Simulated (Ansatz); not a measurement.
Computed with Ansatz on PBE0-D4/def2-TZVP structures; ΔE is electronic, products minus reactants. CCSD(T)/CBS is the MP2 limit (def2-TZVPP, def2-QZVPP) plus CCSD(T) − MP2 in def2-TZVPP, frozen cores. This one scheme is used for every species. DFT in def2-TZVPP. def2 core potentials past Kr. For In outer-core shells are correlated without core-valence functions, which leaves a few kJ/mol of doubt a bond. One conformer a species, not always the lowest.

`[F][In]([F])[F]` + CH₃NH₂ → `C[NH][In]([F])[F]` + H–F  (ligand exchange at the In–F bond)

```csv
level,ΔE (eV)
r2SCAN0-D4,0.31
HF/def2-SVP,0.50
MP2/def2-SVP,0.41
CCSD(T)/def2-SVP,0.39
```

Problem. What does CCSD(T)/CBS give? (Estimate.)

Solution. Ansatz gave: +0.21 eV. The listed levels differ from it by 0.10, 0.29, 0.20, 0.18 eV.

Largest T1 diagnostic among the species: 0.018.

From BLYP to BHLYP (50 % exact exchange), in def2-TZVPP and without D4, ΔE moves by −0.03 eV. The D4 term adds −0.07 eV with B3LYP and −0.04 eV with PBE0; it sums over pairs of atoms, weighted by their polarisabilities, and B3LYP, whose exchange is more repulsive, gets the larger term.

B3LYP here is the variant with VWN-RPA as its local correlation; programs differ in this.
